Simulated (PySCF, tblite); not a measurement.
Isomers of C8H11 (doublet state), one GFN2-xTB conformer each. Single-point energies are computed at B3LYP/pcH-1 (PySCF, gas phase, no added dispersion term), electronic only. GFN2-xTB treats the open shell by occupation alone, and not every SCF solution was tested for stability.

Problem. Rank them by B3LYP/pcH-1 energy, lowest first (kJ/mol).
A. `[CH3:1]/[CH:2]=[C:3]\[C:4]#[C:5][CH2:6][CH2:7][CH3:8]` (doublet state) with C5–C6–C7–C8 -62°
B. `[CH2:1]1[CH2:2][C@@H:3]2[C:4]1[C@@H:5]2[CH:6]1[CH2:7][CH2:8]1` (doublet state) with C4–C5–C6–C7 -169°

Solution. A (0.0), B (139.9).

As drawn, the higher has a three-membered ring and a four-membered ring, which the lower lacks. GFN2-xTB itself gives, in the same order: 0.0, 20.8. Both levels put the same isomer lowest.

Problem. What happens when harmonic zero-point energies from GFN2-xTB frequencies are added?

Solution. 
```json
{"SMILES": "C/C=[C]\\C#CCCC", "ZPE (kJ/mol)": "414.9", "electronic (kJ/mol)": "0.0", "with ZPE (kJ/mol)": "0.0"}
{"SMILES": "C1C[C@@H]2[C]1[C@@H]2C1CC1", "ZPE (kJ/mol)": "429.9", "electronic (kJ/mol)": "139.9", "with ZPE (kJ/mol)": "154.9"}
```

The zero-point energies span 15.0 kJ/mol. The order is unchanged.
